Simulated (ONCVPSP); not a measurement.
# What one change does to a pseudopotential (Cr, ONCV)

* Element: chromium
* Generator: ONCVPSP 4.0.1
* Type: optimised norm-conserving Vanderbilt (ONCV)
* Functional: PBE
* Relativity: fully relativistic
* Frozen core: [Ne]
* Valence charge: 14
* Reference configuration: 3s2 3p6 3d5 4s1
* Partial waves: 3s+4s: rc 1.35 bohr, ncon 5, nbas 8, qcut 11 1/bohr, 2 projectors; 3p: rc 1.00 bohr, ncon 4, nbas 8, qcut 7.4 1/bohr, 2 projectors, debl 2 Ha; 3d: rc 1.95 bohr, ncon 4, nbas 9, qcut 6.6 1/bohr, 3 projectors, debl 3.3 Ha
* Local potential: polynomial inside 0.95 bohr (lpopt 3, dvloc0 1 Ha)
* Core correction: Teter function, fcfact 4.5, rcfact 1.55

Open shells are filled in proportion to 2j + 1.

Change: functional revPBE.

Cutoffs: the cutoffs (Ha) at which the residual kinetic energy of the hardest occupied pseudo-wave falls to 1 and 0.1 mHa per electron; they do not see the model core or the augmentation charge, which bear on the density cutoff. Errors are all-electron minus pseudo energies relative to the spin-unpolarised reference configuration.

**Question.** What does the change do?

**Answer.** The potential gets neither clearly harder nor softer (41 Ha and 133 Ha → 41 Ha and 145 Ha); of the 3 tests that both files solve, the error grows in 1 and shrinks in 0 by more than 15 % and 0.3 meV (median size 10.7 → 11.3 meV); neither file shows a bound ghost.

| quantity | base | changed |
| --- | --- | --- |
| cutoff, loose | 41 Ha | 41 Ha |
| cutoff, tight | 133 Ha | 145 Ha |
| loose cutoff by channel | s 41 Ha, p 25 Ha, d 20 Ha | s 41 Ha, p 25 Ha, d 20 Ha |
| bound ghosts | none | none |
| GHOST(+) flags under 300 eV | none | none |
| tests counted (converged, no solver errors) | 3 of 4 | 3 of 4 |
| error for 3s2 3p6 3d5 4s0, meV [ΔE 6.90 → 6.79 eV] | +11 | +11 |
| error for 3s2 3p6 3d4 4s0, meV [ΔE 22.95 → 22.73 eV] | +18 | +17 |
| error for 3s2 3p6 3d5 4s0 4p1, meV [ΔE 3.12 → 3.08 eV] | +3.0 | +3.5 |
| s: phases at 1.37 bohr within 0.05 rad from the reference energy up to (Ha; the scan ends near 5) | to the end of the scan | to the end of the scan |
| p3/2: phases at 1.01 bohr within 0.05 rad from the reference energy up to (Ha; the scan ends near 5) | to the end of the scan | to the end of the scan |
| p1/2: phases at 1.01 bohr within 0.05 rad from the reference energy up to (Ha; the scan ends near 5) | to the end of the scan | to the end of the scan |
| d5/2: phases at 1.98 bohr within 0.05 rad from the reference energy up to (Ha; the scan ends near 5) | to the end of the scan | to the end of the scan |
| d3/2: phases at 1.98 bohr within 0.05 rad from the reference energy up to (Ha; the scan ends near 5) | to the end of the scan | to the end of the scan |
| rms error of d²Exc/dni dnj with the model core, mHa | 4.80 | 4.77 |

Base: Tests not counted: 3s2 3p6 3d3 4s0 (no result). These tests converged, but a pseudo level misses the all-electron one widely, so the file describes the atom poorly there or has found another state: 3s2 3p6 3d5 4s0 4p1: empty 4s by 5.0 eV. Changed file: Tests not counted: 3s2 3p6 3d3 4s0 (no result). These tests converged, but a pseudo level misses the all-electron one widely, so the file describes the atom poorly there or has found another state: 3s2 3p6 3d5 4s0 4p1: empty 4s by 4.9 eV.
